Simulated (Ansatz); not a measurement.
Program: Ansatz. Geometries: PBE0-D4/def2-TZVP. ΔE: electronic, gas phase. CBS: MP2 limit from def2 TZ/QZ plus the TZ coupled-cluster correction, frozen cores. Functionals use def2-TZVPP. B3LYP here is the variant with VWN-RPA as its local correlation; programs differ in this. For Ga outer-core shells are correlated without core-valence functions, which leaves a few kJ/mol of doubt a bond. Scalar relativity is left out up to krypton. Each species was taken in one conformer, which may not be the lowest.

Reaction (redistribution): `COB(F)[SiH2]F` + `[Cl][GaH2]` → `COB(F)Cl` + `F[SiH2][GaH2]`

Problem. Is it downhill or uphill in electronic energy at CCSD(T)/CBS, and by how much? (Estimate.)

Solution. Computed: Uphill: ΔE = +18.5 kJ/mol.

Problem. What do these levels give: B2PLYP, PBE, B3LYP, HF/def2-TZVPP, CCSD(T)/def2-TZVPP, MP2/def2-QZVPP? (An estimate is asked.)

Solution. Ansatz gave: B2PLYP 20.3, PBE 13.4, B3LYP 19.3, HF/def2-TZVPP 28.1, CCSD(T)/def2-TZVPP 18.6, MP2/def2-QZVPP 17.9 kJ/mol.

Largest T1 diagnostic among the species: 0.013.

In def2-TZVPP, CCSD(T) changes the Hartree–Fock value by −9.5 kJ/mol (the triples alone add −0.4 kJ/mol) and MP2 by −10.0 kJ/mol.
